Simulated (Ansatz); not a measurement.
Start from `C=NB(F)Cl` and change one atom or group to get `C=NB(O)F`.

Ansatz, PBE0-D4/def2-TZVP geometries, multiplicity 1. Each molecule was computed in one conformer, which needn't be the lowest.

```csv
property,`C=NB(F)Cl`
"ideal-gas entropy at 298 K and 1 bar (rigid rotor, harmonic PBE0-D4/def2-TZVP) / J/(mol·K)",318
HOMO energy (PBE0/def2-TZVPP) / eV,-7.94
LUMO energy (PBE/def2-TZVPP) / eV,-2.67
HOMO energy (ωB97M-V/def2-TZVPP) / eV,-10.21
LUMO energy (ωB97M-V/def2-TZVPP) / eV,0.73
LUMO energy (B3LYP/def2-TZVPP) / eV,-1.80
```

(1) Give the same properties after the change, and the shifts. (Best estimate.)

Answers

(1) Ansatz gave: 
```csv
property,`C=NB(O)F`,shift
"ideal-gas entropy at 298 K and 1 bar (rigid rotor, harmonic PBE0-D4/def2-TZVP) / J/(mol·K)",308,-10
HOMO energy (PBE0/def2-TZVPP) / eV,-7.65,0.29
LUMO energy (PBE/def2-TZVPP) / eV,-2.26,0.41
HOMO energy (ωB97M-V/def2-TZVPP) / eV,-9.99,0.22
LUMO energy (ωB97M-V/def2-TZVPP) / eV,1.14,0.41
LUMO energy (B3LYP/def2-TZVPP) / eV,-1.40,0.40
```

With PBE0 the HOMO rises by 0.29 eV and the LUMO rises by 0.42 eV, so the gap widens by about 0.13 eV. PBE moves the HOMO by 0.36 eV and ωB97M-V by 0.22 eV. The zero-point energy changes by 36.5 kJ/mol with +3 modes.

B3LYP here is the variant with VWN-RPA as its local correlation; programs differ in this.
